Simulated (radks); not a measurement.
Values are calculated unless marked as measured or tabulated.
The mean radii <r> (bohr) of the occupied orbitals of an atom or ion are listed with their occupations. Code: a radial shooting solver on a logarithmic mesh with Libxc functionals. Model: Dirac Kohn-Sham, PBE, spin-unpolarised, spherical densities, finite nucleus; Fermi nuclear charge, rms radius of each element as measured or else 0.836 A^(1/3) + 0.57 fm.

| orbital | occ. | <r> |
|---|---|---|
| 1s1/2 | 2 | 0.04028 |
| 2s1/2 | 2 | 0.1772 |
| 2p1/2 | 2 | 0.1518 |
| 2p3/2 | 4 | 0.1559 |
| 3p1/2 | 2 | 0.4817 |
| 3p3/2 | 4 | 0.4901 |
| 3d3/2 | 3.2 | 0.4625 |
| 3d5/2 | 4.8 | 0.4651 |

Name the element and its charge. Open shells, if any, are shared by 2j + 1.

Answer. Z = 37, rubidium, charge +13: Rb13+ in [Ne] 3p6 3d8. The 1s radius gives Z: for a bare nucleus <r> = (2 gamma + 1)/(2Z) with gamma = sqrt(1 - (Z/c)^2), 0.03954 bohr for Z = 37, and screening makes it slightly larger (0.04028 here). The occupations add up to 24, and the charge is Z minus that.
